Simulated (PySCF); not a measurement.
## C₆ coefficients of unlike pairs at PBE0

Calculated with PySCF 2.14 from the dipole response of each species, C₆(A,B) = (3/π) ∫ α_A(iu) α_B(iu) du, in atomic units, from isotropic polarisabilities. For ions this is the dispersion term alone; charge-induced terms of lower order in 1/R come first.

```json
{"species": "Ti²⁺", "configuration": "[Ar] 3d2 (3F)", "basis": "aug-cc-pVDZ (7s6p4d2f)", "relativity": "none", "α (bohr³)": "4.460", "C₆ (like pair)": "12.72"}
{"species": "Al", "configuration": "[Ne] 3s2 3p1 (2P)", "basis": "aug-cc-pV(5+d)Z (8s7p6d4f3g2h)", "relativity": "none", "α (bohr³)": "62.43", "C₆ (like pair)": "554.2"}
{"species": "Ne²⁺", "configuration": "[He] 2s2 2p4 (3P)", "basis": "dyall-av2z (11s7p2d)", "relativity": "none", "α (bohr³)": "0.8323", "C₆ (like pair)": "1.053"}
{"species": "Zr⁺", "configuration": "[Kr] 4d2 5s1 (4F)", "basis": "def2-TZVPPD with the def2 core potential (28 electrons) (6s4p3d2f1g)", "relativity": "core potential", "α (bohr³)": "59.79", "C₆ (like pair)": "511.0"}
```

Problem. Estimate C₆ for Zr⁺ with Ti²⁺.

Solution. The integral gives 66.65. The combination rule 2 C_A C_B / (C_A α_B/α_A + C_B α_A/α_B) gives 62.31 and the geometric mean 80.63.

No spin-orbit coupling is included.

The other pairs:

```
      pair     C₆
  Ne²⁺, Al  14.29
 Zr⁺, Ne²⁺  15.33
  Al, Ti²⁺  65.06
   Zr⁺, Al  529.2
Ne²⁺, Ti²⁺  3.475
```
